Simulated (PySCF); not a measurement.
# Excited states of Au⁺ (gold, charge +1)

Ground state [Xe] 4f14 5d10, ¹S. Calculation: PySCF 2.14, in x2c-TZVPall with one added diffuse shell each of s, p, d type (12s8p8d2f, 90 functions); the spin-free X2C one-electron Hamiltonian (Gaussian nucleus). Vertical excitation energies in eV without spin-orbit coupling; excited terms of each kind are numbered among those the solver found. Frozen: [Xe] 4f14.

```csv
term,leading excitation,EOM-EE-CCSD
1 3D,5d → s,2.546
1 1D,5d → s,3.225
1 3P°,5d → p,8.919
1 3F°,5d → p,9.288
1 1F°,5d → p,9.514
1 1D°,5d → p,9.765
1 3D°,5d → p,9.819
1 1P°,5d → p,10.130
2 3D,5d → s,13.810
2 1D,5d → s,13.917
```

The spin-orbit splitting of the hole, absent here, rivals or exceeds the spacing of these terms, so the LS terms are model states.

The solver can miss terms. Rydberg members are limited by the diffuse functions of the basis.
